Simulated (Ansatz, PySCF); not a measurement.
The pair A = HBr (SMILES Br) (first 2 atoms), B = H2Se (SMILES [SeH2]); geometry from B3LYP-D3(BJ)/def2-TZVP.
(charge 0, multiplicity 1):
```xyz
5

Br    -0.331     0.131    -0.570
H     -0.352     0.147     0.875
Se    -0.233     0.113     3.389
H      0.322    -1.248     3.332
H      1.113     0.702     3.319
```

Frozen-core correlation. Filled d and f shells under p-block atoms count as core. CBS: X⁻³ extrapolation of the correlation energy, Hartree–Fock from the larger set. MP2 and its Hartree–Fock in aug-cc-pVQZ are density fitted.

Codes used: Ansatz (Gaussian orbitals); PySCF for the dispersion terms. 

The monomers are drawn apart, rigid, along the line of their centres of mass. Counterpoise-corrected interaction energies (kcal/mol):

```csv
level,R = 4.949 Å,R = 5.956 Å
PBE/def2-TZVPPD,-1.5824,-0.5354
PBE-D3(BJ)/def2-TZVPPD,-1.9859,-0.6734
wB97M-V/def2-TZVPPD,-1.5239,-0.5704
"MP2/CBS(aug-cc-pVTZ, aug-cc-pVQZ) + ΔCCSD(T)/aug-cc-pVTZ",-1.5945,-0.5797
```

Task: R is the distance of the centres of mass. Find the local exponent m of E ∝ R⁻ᵐ between the two points.

Result: 
m = ln(E₁/E₂)/ln(R₂/R₁): PBE/def2-TZVPPD 5.9; PBE-D3(BJ)/def2-TZVPPD 5.8; wB97M-V/def2-TZVPPD 5.3; MP2/CBS(aug-cc-pVTZ, aug-cc-pVQZ) + ΔCCSD(T)/aug-cc-pVTZ 5.5. For scale, two fixed dipoles give m = 3, dipole and quadrupole 4, quadrupoles 5, and dispersion or dipole-induced dipole 6 at long range; at these distances several terms mix, and what is left of overlap and damping shifts m, so it need not match one of them.

Ansatz is a quantum-chemistry and plane-wave program.
